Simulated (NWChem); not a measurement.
The numbers come from NWChem runs, not from measurements. System: AgI, charge 0, spin multiplicity 1, at a geometry optimised with PBE0/def2-SVP with def2 effective core potentials on Ag, I. The structure started from a generated list of species. Level: CCSD(T)/def2-TZVP with def2 effective core potentials on Ag, I, 8 core orbitals frozen.

The NWChem input:

```
start mol
memory heap 100 mb stack 700 mb global 1900 mb
geometry units angstroms nocenter noautoz
  Ag     0.000000     0.000000    -1.368255
  I      0.000000     0.000000     1.213358
  symmetry group C2v
end
basis spherical
  * library def2-tzvp
end
ecp
  Ag library def2-ecp
  I library def2-ecp
end
scf
  rhf
  nopen 0
  maxiter 100
  thresh 1e-7
  semidirect memsize 60000000 filesize 0
end
tce
  freeze core 8
  ccsd(t)
  2eorb
  2emet 13
  thresh 1e-6
  maxiter 100
  tilesize 24
end
task tce energy
```

Output (cleaned and shortened):

```
             Northwest Computational Chemistry Package (NWChem) 7.3.0
             --------------------------------------------------------

                                NWChem Input Module
                                -------------------

 Scaling coordinates for geometry "geometry" by  1.889725989
 (inverse scale =  0.529177249)

 Turning off AUTOSYM since
 SYMMETRY directive was detected!

                             Geometry "geometry" -> ""
                             -------------------------

 Output coordinates in angstroms (scale by  1.889725989 to convert to a.u.)

  No.       Tag          Charge          X              Y              Z
 ---- ---------------- ---------- -------------- -------------- --------------
    1 Ag                  47.0000     0.00000000     0.00000000    -1.36825500
    2 I                   53.0000     0.00000000     0.00000000     1.21335800

 Effective nuclear repulsion energy (a.u.)     510.6034588679

            Nuclear Dipole moment (a.u.)
            ----------------------------
        X                 Y               Z
 ---------------- ---------------- ----------------
     0.0000000000     0.0000000000    -0.0000207870

      Symmetry information
      --------------------

 Group name             C2v
 Group number             16
 Group order               4
 No. of unique centers     2

      Symmetry unique atoms

     1    2


 Summary of "ao basis" -> "" (spherical)
 ------------------------------------------------------------------------------
       Tag                 Description            Shells   Functions and Types
 ---------------- ------------------------------  ------  ---------------------
 *                         def2-tzvp                  on all atoms

 Summary of "ao basis" -> "ao basis" (spherical)
 ------------------------------------------------------------------------------
       Tag                 Description            Shells   Functions and Types
 ---------------- ------------------------------  ------  ---------------------
 Ag                        def2-tzvp                14       40   6s4p3d1f
[...]
    Number of AO functions :    90
       Number of AO shells :    30
        Use of symmetry is : on
      Symmetry adaption is : on
         Schwarz screening : 0.10D-09

          Correlation Information
          -----------------------
          Calculation type : Coupled-cluster singles & doubles w/ perturbation
   Perturbative correction : (T)
            Max iterations :      100
        Residual threshold : 0.10D-05
     T(0) DIIS level shift : 0.00D+00
     L(0) DIIS level shift : 0.00D+00
     T(1) DIIS level shift : 0.00D+00
     L(1) DIIS level shift : 0.00D+00
     T(R) DIIS level shift : 0.00D+00
     T(I) DIIS level shift : 0.00D+00
   CC-T/L Amplitude update :  5-th order DIIS
                I/O scheme : Global Array Library
        L-threshold :  0.10D-05
        EOM-threshold :  0.10D-05
 no EOMCCSD initial starts read in
 TCE RESTART OPTIONS
 SLICE:      F
 D4D5:       F
 quantumc:   F
 qrotation:  F
 pwtce:      F
 qducc:      F
 nacto:                         0
 nrotv:                         0
 nrot:                          0

            Memory Information
            ------------------
          Available GA space size is     249028700 doubles
          Available MA space size is     104839612 doubles

 Maximum block size supplied by input
 Maximum block size        24 doubles

 tile_dim =     16

 -------------------------------------------------

 Global array virtual files algorithm will be used

 Parallel file system coherency ......... OK

 4-electron integrals stored in orbital form

 v2    file size   =          2430359
 4-index algorithm nr.  13 is used
 imaxsize =       30
 imaxsize ichop =        0


CCSD iterations
 ---------------------------------------------------------
 Iter          Residuum       Correlation     Cpu    Wall
 ---------------------------------------------------------
    1   0.2302813760906  -0.7888782756131     0.6     0.6
    2   0.0397275515293  -0.7316292815157     0.7     0.7
    3   0.0099469780454  -0.7455836552685     0.8     0.8
    4   0.0046698262873  -0.7446211215959     0.6     0.6
    5   0.0024706430431  -0.7452668989374     0.6     0.6
    6   0.0014573501446  -0.7454384571518     0.9     0.9
    7   0.0010294807007  -0.7454538917643     0.8     0.8
    8   0.0005642758001  -0.7454709417852     0.7     0.7
    9   0.0004567298038  -0.7454760564668     0.7     0.7
   10   0.0002872046952  -0.7454875850683     0.6     0.6
   11   0.0000479264331  -0.7455073973871     0.7     0.7
   12   0.0000224564032  -0.7455089323965     0.7     0.7
   13   0.0000129206951  -0.7455089666094     0.7     0.7
   14   0.0000081811788  -0.7455091526762     0.7     0.7
   15   0.0000051909550  -0.7455090503208     0.6     0.6
   16   0.0000012768381  -0.7455089463576     0.6     0.6
   17   0.0000006793803  -0.7455089697814     0.7     0.7
 -----------------------------------------------------------------
 Iterations converged
 CCSD correlation energy / hartree =        -0.745508969781378
 CCSD total energy / hartree       =      -443.584960876005027

 Singles contributions

 Doubles contributions
 CCSD(T)
 Using plain CCSD(T) code
             total no. of tasks          925
 total no. of tasks / no. procs          925
                         wl_min         2744           3.7
                         wl_max       829440           9.7
        thresh for no. of tasks          925

 CCSD[T]  correction energy / hartree =        -0.016314041123194
 CCSD[T] correlation energy / hartree =        -0.761823010904572
 CCSD[T] total energy / hartree       =      -443.601274917128194
 CCSD(T)  correction energy / hartree =        -0.015803819164431
 CCSD(T) correlation energy / hartree =        -0.761312788945809
 CCSD(T) total energy / hartree       =      -443.600764695169460

 Task  times  cpu:       39.2s     wall:       39.2s

 Total times  cpu:       39.3s     wall:       39.3s
```
